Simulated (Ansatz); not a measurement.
CH7GeNO, SMILES `N[CH](O)[GeH3]`. The species carries charge 0 and has multiplicity 1. The geometry is a stationary point of PBE0-D4/def2-TZVP. It is one conformer, not always the lowest.

```xyz
11

N    -1.061    0.976   -0.647
C    -0.304    0.326    0.385
O    -1.232   -0.451    1.122
Ge    1.078   -0.850   -0.440
H    -0.464    1.443   -1.316
H    -1.702    1.654   -0.253
H     0.195    1.026    1.079
H    -0.841   -0.654    1.976
H     1.857   -1.540    0.697
H     0.400   -1.906   -1.321
H     2.073   -0.025   -1.284
```

(1) What is the dipole moment at B3LYP/def2-TZVPP? (Estimate.)

(2) And with PBE, r2SCAN, ωB97M-V? (Estimate.)

(3) Give the Mulliken charges with B3LYP, PBE, r2SCAN in def2-TZVPP. (Estimate.)

## Answers

(1) Computed: 2.36 D, with components (1.20, 1.68, 1.13) D in this frame, pointing from negative to positive charge.

(2) Computed: PBE 2.26 D, r2SCAN 2.31 D, ωB97M-V 2.37 D.

(3) The calculation gave: 
| atom | B3LYP | PBE | r2SCAN |
| --- | --- | --- | --- |
| N1 | -0.30 | -0.30 | -0.33 |
| C2 | 0.05 | 0.00 | 0.10 |
| O3 | -0.32 | -0.27 | -0.33 |
| Ge4 | 0.10 | 0.08 | 0.10 |
| H5 | 0.13 | 0.14 | 0.14 |
| H6 | 0.13 | 0.14 | 0.14 |
| H7 | 0.09 | 0.09 | 0.06 |
| H8 | 0.18 | 0.18 | 0.20 |
| H9 | -0.03 | -0.03 | -0.03 |
| H10 | 0.00 | 0.00 | -0.01 |
| H11 | -0.03 | -0.03 | -0.03 |

B3LYP here is the variant with VWN-RPA as its local correlation; programs differ in this.
